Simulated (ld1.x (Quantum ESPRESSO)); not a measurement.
## samarium (Sm): one change to an RRKJ potential, before and after

```
Element                 : Sm
Generator               : ld1.x (Quantum ESPRESSO) 7.5
Type                    : norm-conserving RRKJ (Kleinman–Bylander form)
Functional              : LDA (PZ)
Relativity              : scalar-relativistic
Frozen core             : [Kr] 4d10
Valence charge          : 16
Reference configuration : 4f6 5s2 5p6 5d0 6s2 6p0
Partial waves           : 5p (bound): rc 1.80 bohr; 5d (bound, empty): rc 3.60 bohr; 4f (bound): rc 0.80 bohr; 5s (bound): rc 1.50 bohr
Local potential         : the s channel
Core correction         : none
```

Occupied shells without a wave of their own: 6s. They enter only through the test configuration that unscreens the potential.

Change: all radii scaled by about 1.18 (s 1.78, p 2.12, d 4.26, f 0.94 bohr).

Cutoffs: the cutoffs (Ry, on a coarse ladder) from which the occupation-weighted sum of valence levels, in a spherical-Bessel basis at the reference potential, stays within 10 and 1 mRy of its value at 400 Ry; they do not see the model core or the augmentation charge, which bear on the density cutoff. Errors are all-electron minus pseudo energies relative to the spin-unpolarised reference configuration.

Task: Predict the effect on cutoff, ghosts and configuration errors.

Result: Of the 9 tests that both files solve, the error grows in 5 and shrinks in 2 by more than 15 % and 0.3 meV (median size 126.2 → 453.4 meV); neither file shows a bound ghost.

| quantity | base | changed |
| --- | --- | --- |
| cutoff, loose | over 300 Ry | 230 Ry |
| cutoff, tight | over 300 Ry | over 300 Ry |
| loose cutoff by channel (10 mRy a level) | p 35 Ry, f 300 Ry, s 50 Ry | p 21 Ry, f 230 Ry, s 40 Ry |
| bound ghosts | none | none |
| largest miss of a reference level, eV | 0.04 | 0.16 |
| error for 4f6 5s2 5p6 5d0 6s1 6p0, meV [ΔE 6.15 eV] | -62 | -220 |
| error for 4f6 5s2 5p6 5d0 6s0 6p0, meV [ΔE 17.45 eV] | -168 | -594 |
| error for 4f5 5s2 5p6 5d0 6s0 6p0, meV [ΔE 41.60 eV] | -443 | -1063 |
| error for 4f6 5s2 5p6 5d1 6s1 6p0, meV [ΔE 2.01 eV] | -35 | -121 |
| error for 4f5 5s2 5p6 5d0 6s2 6p0, meV [ΔE 9.40 eV] | -126 | +64 |
| error for 4f6 5s2 5p5 5d0 6s2 6p0, meV [ΔE 28.30 eV] | -33 | -5.6 |
| error for 4f6 5s2 5p6 5d0 6s0 6p1, meV [ΔE 9.40 eV] | -125 | -453 |
| error for 4f6 5s2 5p6 5d0 6s2 6p0 (spin-polarised), meV [ΔE -5.55 eV] | +11374 | +10836 |
| error for 4f6 5s2 5p6 5d0 6s1 6p0 (spin-polarised), meV [ΔE 0.25 eV] | +11462 | +10849 |

Base: The 6s level has no wave, so the channel is fitted at the deeper level alone: the likely source of the large errors. Changed file: The 6s level has no wave, so the channel is fitted at the deeper level alone: the likely source of the large errors.
